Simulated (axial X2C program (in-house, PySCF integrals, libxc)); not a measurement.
# HCoH: properties at the nuclei

Computed with an axial X2C code built on PySCF integrals: two-component X2C with atomic mean-field Coulomb and Gaunt terms, Gaussian nuclei, basis H dyall-v3z, Co dyall-v3z with contracted cores.

H–Co–H held linear, with bonds 1.594 and 1.594 Å (near the PBE0 minimum at charge 0 of the determinant lowest at the starting distance; the state shown can have its own minimum elsewhere, held linear; other orders of the atoms were not compared).

Determinant lowest in the PBE0 search, Ω = 9/2 (⟨Sz⟩ = 1.50, ⟨Lz⟩ = 3.00 at PBE0), spin on the atoms H -0.02, Co 1.55, H -0.02:

```tsv
level	A∥/gI H (MHz)	qzz H (a.u.)	A∥/gI Co (MHz)	qzz Co (a.u.)
PBE0	2.65	0.10	555	-2.29
HF	1.64	0.12	464	-2.18
B3LYP	2.83	0.10	567	-2.31
```

A∥ (defined per Ω) follows by multiplying with gI = μI/(I μN); qzz is the electric field gradient, eQq0 = 234.96 MHz × Q/barn × qzz. The operators were transformed with the bare-nucleus X2C matrices; with these basis sets, hyperfine constants and field gradients can be off by tens of per cent, and where levels differ in sign neither size nor sign is settled.

(1) With gI(1H) = 5.5857, gI(59Co) = 1.3220, Q(59Co) = 0.42 barn (g factors from the IAEA table of nuclear moments by Stone; Q from Pyykkö, Mol. Phys. 2018), turn the PBE0 values of the first state into constants in MHz.

The molecule was held linear; bending was not examined, so a bent shape may lie lower.

Each state is one determinant with collinear spin, which with several unpaired electrons need not be a pure state. Unrestricted Hartree–Fock can overshoot spin polarisation at the nuclei. With several open shells hyperfine constants can be off by a factor of several. States lie within half an eV, so the first need not be the ground state. Further determinants of the search, some of them spin-mixed, are not shown.

Results:

(1) A∥(1H) = 2.65 × 5.5857 = 14.8 MHz; A∥(59Co) = 555 × 1.3220 = 734 MHz; eQq0(59Co) = 234.96 × (0.42) × (-2.29) = -226 MHz.
